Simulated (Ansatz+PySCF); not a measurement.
Values are calculated unless marked as measured or tabulated.
# Several solutions for quartet CoCl2

```yaml
atoms:
  - { symbol: Co, position_ang: [0.0000, 0.0000, 0.0000] }
  - { symbol: Cl, position_ang: [0.0000, 0.0000, 2.0900] }
  - { symbol: Cl, position_ang: [0.0000, 0.0000, -2.0900] }
```

Basis set: def2-SVP (spherical functions). Charge 0, multiplicity 4.

PBE0 (restricted open-shell) was run from several starts with Ansatz (development build ahead of 0.2.0) and PySCF 2.14.0.

| run | program | start | converged | energy (hartree) | <S²> |
| --- | --- | --- | --- | --- | --- |
| A | PySCF | program defaults | no | – | – |
| B | Ansatz | search for the lowest state | yes | -2302.25866 | 3.75 |
| C | Ansatz | atomic start, no search | yes | -2302.25866 | 3.75 |
| D | Ansatz | stability test followed | yes | -2302.25866 | 3.75 |

**Question.** Which runs reached the lowest solution of this kind, and what is wrong with the others?

**Answer.** B, C, D reached the lowest solution found. Not converged: A. Caution: other spin multiplicities were not run.
